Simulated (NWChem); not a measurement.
System: CHCl2 cation

```xyz
4

Cl     1.4473     0.0000    -0.1573
C      0.0000     0.0000     0.6077
Cl    -1.4473     0.0000    -0.1573
H      0.0000     0.0000     1.7003
```
Atoms are numbered in this order, from 1.

Computed with NWChem. Medium grid unless said otherwise, to which SCAN and Minnesota functionals are sensitive. Geometry: optimised at B3LYP/6-31G* (spherical d).

### Question
What does the run give for MN15/def2-TZVP? Quantities: highest occupied level (eV); orbital gap (eV).

### Answer
```json
{
  "highest occupied level (eV)": "-17.25",
  "orbital gap (eV)": "7.35"
}
```
